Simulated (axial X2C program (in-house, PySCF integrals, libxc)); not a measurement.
# Worked dissociation energy of NiC⁻: PBE0, spin-free

Calculated with an axial X2C code built on PySCF integrals. Spin-free means the one-electron spin-free X2C Hamiltonian. Basis: Ni dyall-acv3z [10s10p7d4f2g], C dyall-av3z [8s7p3d2f] (cores contracted in-house); Gaussian nuclei, density fitting, unrestricted open shells. Masses: Ni 57.935 u, C 12.000 u.

Molecular state: M_S = 1/2, Λ = 1 (beyond evenly filled blocks: π+α).

- E(Ni) (2M_S = 2, M_L = 0): -1520.368176 hartree
- E(C-) (2M_S = 3, M_L = 0): -37.874909 hartree
- E(NiC⁻) at Re: -1558.350410 hartree
- ωe: 563.4 cm⁻¹

Work out De and D0.

De = -1520.368176 + (-37.874909) − (-1558.350410) = 0.10732 hartree = 2.920 eV. The zero-point energy is ωe/2 = 282 cm⁻¹ = 0.035 eV, so D0 = 2.886 eV.

The state is a single determinant with fixed occupations, the lowest that a limited PBE0 search found. De is counted from the lowest determinant-based energies of the atoms at the same level, without counterpoise correction. PBE0 can misorder states that lie within some tenths of an eV, so this need not be the ground state of the molecule. The nearest other spin-free determinant of the search, M_S = 3/2, Λ = 0, lies 0.44 eV up at the distance of the search. Without a current term, density functionals place determinants with orbital angular momentum somewhat too high. The highest occupied level of some functionals is positive through self-interaction error; at Hartree–Fock it is bound. The determinant is spin-polarised beyond a pure state at some levels (its spin-free form has ⟨S²⟩ too high), which makes Re and μ there less reliable.

Each atomic determinant is the lowest at this level and need not be a pure term. Totals compare only within one Hamiltonian and basis.
